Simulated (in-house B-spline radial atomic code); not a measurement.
## RPA and G0W0 on wB97X: H⁻

Configuration 1s2, mean-field start wB97X. Computed with an all-electron radial atomic-structure program (B-spline basis): all electrons, non-relativistic, point nucleus, each spin shell either full or empty, empty states to l = 9 with an (l + 1/2)⁻⁴ tail; G0W0 by contour deformation at full frequency.

Command:
```bash
python run_gw.py task.json out
```
Settings (radii: box in bohr, nucleus in fm):
```
Z                        1
electrons                2
configuration            1s2
hamiltonian              nr
method                   wb97x
lmax                     9
spin_polarised           False
box_radius               60
intervals                43
ion_configuration        1s1
```

Cost of the run: 1.2 s on 1 thread of Arm Neoverse N1, with other jobs on the host.

Energies (hartree):

```json
{"term": "mean-field total", "value": "-0.52898"}
{"term": "Hartree-Fock functional on these orbitals", "value": "-0.48687"}
{"term": "direct second order", "value": "-0.067827"}
{"term": "second-order exchange", "value": "0.033914"}
{"term": "SOSEX correction", "value": "0.026872"}
```

(1) What is the RPA correlation energy, and what remains with SOSEX?

Quasi-particle levels (eV):

```csv
level,occupied,mean field,Σx - vxc,Σc,QP weight,G0W0
1s,yes,-1.304,0.04,?,?,?
```

G0W0 = mean field + (Σx - vxc) + Σc, with Σc (partial-wave tail included) taken at the quasi-particle energy.

(2) Where does G0W0 put 1s?

(3) What does it cost to remove one electron (to 1s1) by differences of total energies, each species on its own start (correlation terms add to the Hartree-Fock functional)?

Results:

(1) RPA gives -0.053744 hartree (-0.731 eV per electron); RPA + SOSEX gives -0.026872, and the second-order doubles -0.033914 hartree (no singles). SOSEX takes back 50 % of the RPA value, the self-correlation of each of the two electrons.

(2) At -1.108 eV, with Σc = 0.16 eV and a quasi-particle weight of 0.855. The tabulated removal energy is 0.754 eV (electron affinity of the neutral atom).

(3) wB97X 0.743 eV, Hartree-Fock functional -0.348 eV, + RPA 0.669 eV, + RPA + SOSEX 0.384 eV, + second order 0.575 eV. Tabulated: 0.754 eV (electron affinity of the neutral atom).
